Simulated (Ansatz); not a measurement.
The cluster Ta₂Te₄⁻. Total charge -1; doublet. Geometry r2SCAN-D4/def2-SVP, that of the neutral singlet; atoms count from 1.

```xyz
6

Ta   -0.543   -0.295    1.996
Ta    0.332    0.021   -0.276
Te    1.075    1.763    1.816
Te   -0.712    1.798   -2.103
Te   -0.923   -0.897   -2.549
Te    0.771   -2.391    1.117
```

In the def2 sets Ta, Te take a core potential; there is no spin–orbit coupling. The structure comes from a short search, and lower isomers may exist.

Question: Estimate the Mulliken populations from the PBE0/def2-SVP orbitals of Ansatz.

Answer: 
| atom | charge (e) | spin (α − β) | d electrons |
| --- | --- | --- | --- |
| Ta1 | 0.22 | 0.43 | 3.68 |
| Ta2 | 0.29 | 0.36 | 3.68 |
| Te3 | -0.43 | 0.05 | – |
| Te4 | -0.33 | 0.06 | – |
| Te5 | -0.33 | 0.06 | – |
| Te6 | -0.43 | 0.05 | – |
Mulliken values depend strongly on the basis.

Question: Where does the spin sit?

Answer: Summed by element: Ta 0.78, Te 0.22, of 1 unpaired in all. Largest on single atoms: Ta1 0.43, Ta2 0.36, Te5 0.06.

Question: And the Mayer bond orders between heavy atoms (over 0.3)?

Answer: Ta1–Ta2 2.33 (2.45 Å); Ta1–Te3 1.36 (2.62 Å); Ta1–Te6 1.36 (2.62 Å); Ta2–Te3 0.83 (2.82 Å); Ta2–Te4 0.92 (2.75 Å); Ta2–Te5 0.92 (2.75 Å); Ta2–Te6 0.83 (2.82 Å); Te4–Te5 1.00 (2.74 Å).
